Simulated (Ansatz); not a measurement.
Relaxation of C$_{3}$H$_{9}$B (13 atoms, charge 0, multiplicity 1), to a largest force component of 0.03 eV/Å in at most 50 steps.

These are results of RKS PBE/6-31G* in Ansatz 0.2.0, not measurements.

```xyz
13
Properties=species:S:1:pos:R:3
B -0.043 -0.023 -0.102
C 1.187 0.573 0.710
C -1.300 -0.100 0.834
H -0.862 0.018 1.821
C 0.059 -0.498 -1.601
H 1.532 -0.239 1.386
H 2.069 0.901 0.132
H 0.876 1.395 1.380
H -1.953 0.780 0.660
H -1.939 -0.997 0.762
H 0.302 0.367 -2.250
H -0.844 -0.986 -2.005
H 0.915 -1.190 -1.728
```

**Question.** Where does it end, and by what steps?

**Answer.** It converged. After 4 steps the energy has fallen by 0.183 eV; H4 moved furthest, 0.39 Å.

```tsv
step	energy less start (eV)	largest force component (eV/Å)	accepted
0	0.0000	0.819	yes
1	-0.1384	0.324	yes
2	-0.1727	0.477	yes
3	-0.1823	0.050	yes
4	-0.1826	0.008	yes
```

```xyz
13
Properties=species:S:1:pos:R:3
B -0.005 -0.010 0.002
C 1.299 0.574 0.682
C -1.345 -0.121 0.834
H -1.239 0.016 1.924
C 0.039 -0.465 -1.513
H 1.705 -0.217 1.347
H 2.110 0.860 -0.009
H 1.083 1.425 1.355
H -2.023 0.682 0.474
H -1.893 -1.062 0.640
H 0.256 0.415 -2.151
H -0.878 -0.944 -1.897
H 0.890 -1.152 -1.689
```

Run time: 8.2 s on 2 threads of Arm Neoverse V1 (shared host), peak memory 0.12 GiB.
